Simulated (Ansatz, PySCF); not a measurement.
FH4O4Si, SMILES O[Si-](O)(O)(F)O, charge -1. Atoms are numbered in the order given.

```xyz
10

O     -0.8609    -0.0758     1.4571
Si     0.0316     0.0371     0.0000
O     -0.8609    -0.0758    -1.4571
O     -0.0330     1.7908     0.0000
O      1.7319     0.1001     0.0000
H     -0.9398    -1.0107     1.6618
H     -0.9398    -1.0107    -1.6618
H     -0.9393     2.0988     0.0000
H      1.9599     1.0335     0.0000
F      0.1571    -1.7331     0.0000
```
Charge -1, spin multiplicity 1.

Geometry optimised at PBE0-D3(BJ)/def2-SVPD. One conformer was computed; it need not be the lowest.

Two levels are set side by side: PBE-D3(BJ)/def2-SVPD (Ansatz, a program for electronic structure) and PBE0-D3(BJ)/def2-SVPD (Ansatz). Each level has its own optimised geometry; the coordinates shown are those of the second. Frequencies come from the Hessian of PySCF at each geometry. Differences are taken from unrounded values.

| quantity | PBE0-D3(BJ) | PBE-D3(BJ) | PBE-D3(BJ) minus PBE0-D3(BJ) |
|---|---|---|---|
| mean bond length (Å) | 1.388 | 1.405 | 0.017 |
| bond O1–Si2 (Å) | 1.712 | 1.733 | 0.020 |
| bond Si2–O3 (Å) | 1.712 | 1.733 | 0.020 |
| bond Si2–O4 (Å) | 1.755 | 1.774 | 0.019 |
| bond Si2–O5 (Å) | 1.701 | 1.721 | 0.020 |
| bond Si2–F10 (Å) | 1.775 | 1.801 | 0.026 |
| bond O1–H6 (Å) | 0.960 | 0.973 | 0.012 |
| bond O3–H7 (Å) | 0.960 | 0.973 | 0.012 |
| bond O4–H8 (Å) | 0.957 | 0.969 | 0.011 |
| bond O5–H9 (Å) | 0.961 | 0.973 | 0.012 |
| highest harmonic wavenumber (cm⁻¹) | 3963 | 3792 | -171 |
| mean harmonic wavenumber (cm⁻¹) | 1135 | 1083 | -53 |
| zero-point energy (kcal/mol) | 38.96 | 37.15 | -1.81 |

Exact exchange shortens and stiffens bonds; PBE has none. Differences between two approximate levels are no errors against the true value.
